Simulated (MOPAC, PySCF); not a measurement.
H$_{5}$AlSi, SMILES `[AlH2][SiH3]`, neutral singlet in the gas phase. 

Cartesian coordinates (Å):
SMILES: [AlH2][SiH3]
```xyz
7

Al     1.4120     0.0127     0.0498
Si    -1.0477     0.0073    -0.0679
H      2.2313     1.3854     0.0806
H      2.2141    -1.3681     0.1310
H     -1.5818    -1.1508    -0.8573
H     -1.6110    -0.1190     1.3200
H     -1.6171     1.2629    -0.6569
```
Charge 0, spin multiplicity 1.

All levels are single points at this geometry (PBE-D3(BJ)/def2-TZVP); Pople sets use spherical d functions. Orbital energies aren't observables, and empty levels follow the basis.

PM6 in MOPAC gives gap (eV) = 9.62.

Estimate the gap (eV) from each of these levels: PBE-D3(BJ)/def2-TZVP in PySCF; B3LYP/6-311+G** in PySCF; B3LYP/6-31G* in PySCF; PBE/6-31G* in PySCF; HF/3-21G in PySCF; HF/6-31G* in PySCF; HF/STO-3G in PySCF; PM7 in MOPAC.


```tsv
level	gap (eV)
PBE-D3(BJ)/def2-TZVP in PySCF	3.67
B3LYP/6-311+G** in PySCF	5.14
B3LYP/6-31G* in PySCF	5.14
PBE/6-31G* in PySCF	3.70
HF/3-21G in PySCF	10.65
HF/6-31G* in PySCF	10.73
HF/STO-3G in PySCF	15.45
PM7 in MOPAC	7.58
```
